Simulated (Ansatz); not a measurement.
Program: Ansatz. Geometries: PBE0-D4/def2-TZVP. ΔE: electronic, gas phase. CCSD(T)/CBS is the MP2 limit (def2-TZVPP, def2-QZVPP) plus CCSD(T) − MP2 in def2-TZVPP, frozen cores. This one scheme is used for every species. Functionals use def2-TZVPP. Each species was taken in one conformer, which may not be the lowest.

`B[SiH2]N[SiH2]F` + `[SiH3]S` → `F[SiH2]S[SiH3]` + `B[SiH2]N`  (ligand exchange at the Si–N bond)

`B[SiH2]N[SiH2]F`:

Cartesian coordinates in Å:
```
B 1.036 -0.198 -1.354
Si -0.546 0.975 -0.885
N -0.948 0.426 0.737
Si -0.029 -0.808 1.439
F 1.366 -0.771 0.581
H 2.120 0.262 -1.543
H 0.829 -1.314 -1.735
H -1.709 0.798 -1.805
H -0.283 2.442 -0.833
H -1.616 0.939 1.291
H -0.519 -2.191 1.246
H 0.299 -0.560 2.861
```

`[SiH3]S`:

```xyz
6

Si   -0.259    0.027    0.459
S     0.364    0.657   -1.486
H    -0.973   -1.274    0.411
H    -1.178    1.092    0.927
H     0.892   -0.093    1.389
H     1.154   -0.409   -1.700
```

`F[SiH2]S[SiH3]`:

Cartesian coordinates in Å:
```
F 0.466 -0.155 -2.203
Si 1.307 -0.394 -0.865
S 0.121 -1.294 0.636
Si -1.287 0.298 0.944
H 2.401 -1.343 -1.162
H 1.799 0.934 -0.438
H -1.751 0.186 2.347
H -2.440 0.166 0.022
H -0.616 1.603 0.720
```

`B[SiH2]N`:

```xyz
9

B    -0.501   -0.543    1.465
Si   -0.399    0.355   -0.322
N     1.011   -0.115   -1.195
H     0.450   -1.039    1.997
H    -1.529   -0.548    2.077
H    -0.502    1.823   -0.001
H    -1.579    0.058   -1.182
H     1.163    0.214   -2.135
H     1.886   -0.206   -0.704
```

| level | ΔE (eV) |
| --- | --- |
| B97M-V | 0.04 |
| MP2/def2-TZVPP | 0.08 |

Task: What does CCSD(T)/CBS give? (Estimate.)

Result: Computed: +0.06 eV. The listed levels differ from it by -0.02, 0.02 eV.

Largest T1 diagnostic among the species: 0.012.

From BLYP to BHLYP (50 % exact exchange), in def2-TZVPP and without D4, ΔE moves by +0.06 eV. At CCSD(T), def2-SVP lies +0.19 eV from the extrapolated value and def2-TZVPP +0.04 eV. In def2-TZVPP, CCSD(T) changes the Hartree–Fock value by +0.14 eV (the triples alone add +0.01 eV) and MP2 by +0.12 eV.
